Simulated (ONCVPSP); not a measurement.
## Before and after: ONCV potential for neon (Ne)

- Element: Ne
- Generator: ONCVPSP 4.0.1
- Type: optimised norm-conserving Vanderbilt (ONCV)
- Functional: BLYP
- Relativity: scalar-relativistic
- Frozen core: [He]
- Valence charge: 8
- Reference configuration: 2s2 2p4 (charge +2)
- Partial waves: 2s: rc 0.60 bohr, ncon 4, nbas 7, qcut 9.4 1/bohr, 1 projector; 2p: rc 1.10 bohr, ncon 3, nbas 6, qcut 10.6 1/bohr, 1 projector
- Local potential: polynomial inside 0.55 bohr (lpopt 5, dvloc0 0 Ha)
- Core correction: polynomial model core, fcfact 0.2

Change: s: qcut 6.7; p: qcut 7.6.

Cutoffs: the cutoffs (Ha) at which the residual kinetic energy of the hardest occupied pseudo-wave falls to 1 and 0.1 mHa per electron; they do not see the model core or the augmentation charge, which bear on the density cutoff. Errors are all-electron minus pseudo energies relative to the spin-unpolarised reference configuration.

Task: What does the change do?

Result: Of the 4 tests that both files solve, the error grows in 4 and shrinks in 0 by more than 15 % and 0.3 meV (median size 118.0 → 246.5 meV); neither file shows a bound ghost.

| quantity | base | changed |
| --- | --- | --- |
| cutoffs, loose and tight | 255 Ha, 326 Ha | not determined |
| bound ghosts | none | none |
| GHOST(+) flags under 300 eV | none | none |
| error for 2s2 2p6, meV [ΔE -65.79 eV] | +132 | +280 |
| error for 2s2 2p5, meV [ΔE -43.29 eV] | +63 | +129 |
| error for 2s2 2p3, meV [ΔE 67.48 eV] | +150 | +278 |
| error for 2s2 2p5.5, meV [ΔE -56.91 eV] | +104 | +216 |
| s: phases at 0.61 bohr within 0.05 rad from the reference energy up to (Ha; the scan ends near 5) | to the end of the scan | to the end of the scan |
| p: phases at 1.12 bohr within 0.05 rad from the reference energy up to (Ha; the scan ends near 5) | 1.4 | 0.8 |
| rms error of d²Exc/dni dnj with the model core, mHa | 2.85 | 2.85 |
